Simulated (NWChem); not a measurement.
# C₂H₄OSi; SMILES C1O[SiH2]C=1

```xyz
8

C     -0.1570    -1.2334     0.0000
C      1.0683    -0.6609     0.0000
Si     0.1125     0.9110     0.0000
O     -1.1524    -0.2916     0.0000
H     -0.4745    -2.2845     0.0000
H      2.0466    -1.1336     0.0000
H      0.0625     1.7660    -1.2178
H      0.0625     1.7660     1.2178
```
Atoms are numbered in this order, from 1.

Results from NWChem. Pople sets run with spherical d functions. Structure relaxed at the PBE0/def2-SVP level. Level: M05-2X/6-31G* with SMD (1 M gas to 1 M solution), gas-phase geometry. Reactions with the solvent are ignored.

| solvent | dielectric constant | solvation free energy (kcal/mol) | cavity-dispersion-structure term (kcal/mol) | dipole in solution (D) |
|---|---|---|---|---|
| water | 78.4 | -1.0 | ? | ? |
| toluene | 2.37 | -2.0 | -0.3 | 1.41 |
| ethyl acetate | 5.99 | -2.4 | 0.0 | 1.46 |
| 1,4-dioxane | 2.21 | -1.0 | 0.5 | 1.41 |

What belongs in the gaps?


- water, cavity-dispersion-structure term (kcal/mol): 3.6
- water, dipole in solution (D): 1.74
